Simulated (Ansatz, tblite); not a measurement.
Cost and result up the ladder for `[C-]#[N+]CCCCCCCCCC=C` (34 atoms). Charge 0, multiplicity 1. Geometry: PBE-D4/def2-SVP.

```xyz
34

C     2.773   -0.532   -6.635
N     2.653   -0.265   -5.486
C     2.492    0.015   -4.104
C     1.752   -1.104   -3.356
C     1.586   -0.800   -1.866
C     0.844   -1.905   -1.105
C     0.721   -1.673    0.406
C    -0.123   -0.459    0.810
C    -0.296   -0.320    2.327
C    -1.063    0.929    2.781
C    -2.531    0.960    2.349
C    -3.340    2.138    2.821
C    -2.904    3.173    3.560
H     1.941    0.976   -4.000
H     3.497    0.177   -3.657
H     0.759   -1.254   -3.831
H     2.309   -2.055   -3.495
H     2.588   -0.647   -1.404
H     1.049    0.167   -1.749
H     1.365   -2.871   -1.283
H    -0.173   -2.028   -1.543
H     0.282   -2.583    0.872
H     1.740   -1.575    0.847
H    -1.118   -0.536    0.317
H     0.337    0.475    0.416
H    -0.804   -1.230    2.721
H     0.711   -0.313    2.799
H    -1.015    0.998    3.890
H    -0.547    1.837    2.398
H    -3.037    0.026    2.690
H    -2.605    0.918    1.238
H    -4.402    2.126    2.512
H    -3.583    3.988    3.853
H    -1.861    3.250    3.909
```

Ansatz on 4 threads of Intel Xeon Platinum 8375C on a shared host; xTB runs through tblite on one thread. Times are rough, summed over both states, and most runs start from the orbitals of an earlier one. PBE0-D4/def2-SVP serves as the yardstick here, not as an exact answer. The other state is a triplet.

The xTB rows come from tblite.

xTB has no spin-polarisation term.

```
           level  functions  wall time  vertical triplet (eV)  difference from PBE0-D4/def2-SVP (eV)
        GFN2-xTB         73    0.077 s                   5.17                                   0.93
        GFN1-xTB         94     0.18 s                   5.10                                   0.85
 PBE-D4/def2-SVP        287       11 s                   4.43                                   0.19
PBE0-D4/def2-SVP        287       20 s                   4.24                                   0.00
```
